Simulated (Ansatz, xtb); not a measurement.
Ranking isomers of C2H7FGe

4 gas-phase structures of C2H7FGe, found in a search over its isomers (lower ones may exist). Each was relaxed with GFN2-xTB:

A. `FC[CH2][GeH3]`, a singlet
B. `C[C@H](F)[GeH3]`, a singlet
C. `[CH3][GeH]([CH3])[F]`, a singlet
D. `C[CH2][GeH2][F]`, a singlet

Task: Which do you expect lowest at r2SCAN-D4/def2-SVP, and how would the others follow?

Result: Calculated order at r2SCAN-D4/def2-SVP: C (0.0), D (11.2), A (41.4), B (43.3) kcal/mol.

Energies above the lowest of each column, in kcal/mol; the last columns are at B3LYP-D3(BJ)/def2-SVP geometries and were run for some of them only (a dash: not run or not comparable):

| structure | GFN2-xTB | HF/STO-3G | r2SCAN-D4/def2-SVP | B3LYP-D3(BJ)/def2-SVP | CCSD(T)/def2-SVP + ΔMP2/def2-TZVPP |
| --- | --- | --- | --- | --- | --- |
| C | 0.0 | 0.0 | 0.0 | 0.0 | 0.0 |
| D | 0.2 | 10.5 | 11.2 | 10.1 | 12.4 |
| A | 30.9 | 17.4 | 41.4 | 39.7 | 45.4 |
| B | 32.2 | 19.7 | 43.3 | – | – |

Every level run on C puts it lowest or level with the lowest. Flexible structures stand in one conformer each, not always the lowest. Frequencies (B3LYP-D3(BJ)/def2-SVP) were run for A, C, D alone. The ΔMP2 step shifts differences by up to 5.2 kcal/mol, which makes them less sure. ΔMP2 is the change of the MP2 energy from the smaller to the larger basis.

Over these structures GFN2-xTB departs from r2SCAN-D4/def2-SVP by 4.1 kcal/mol on average once a common shift is removed. A GFN2-xTB relaxation took about 0.048 s and the r2SCAN-D4/def2-SVP energy about 2.1 s on a shared host (Ansatz 0.2.0, xtb 6.7.1).
